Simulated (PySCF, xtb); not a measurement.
C₄H₄ClF, SMILES FC=C=C(Cl)C.

GFN2-xTB (xtb) at its own geometry gives an orbital gap of 4.62 eV and a dipole moment of 2.42 D.

The structure is a stationary point at B3LYP-D3(BJ)/def2-SVP. The structure was generated by enumeration, and PubChem lists no compound with its InChIKey, so it may never have been made.

**Question.** What does PBE0/def2-TZVP (PySCF) give? (The exact figures need the calculation; the answer reports its results.)

**Answer.** gap 6.97 eV (levels -7.70 and -0.73 eV), dipole 2.04 D.
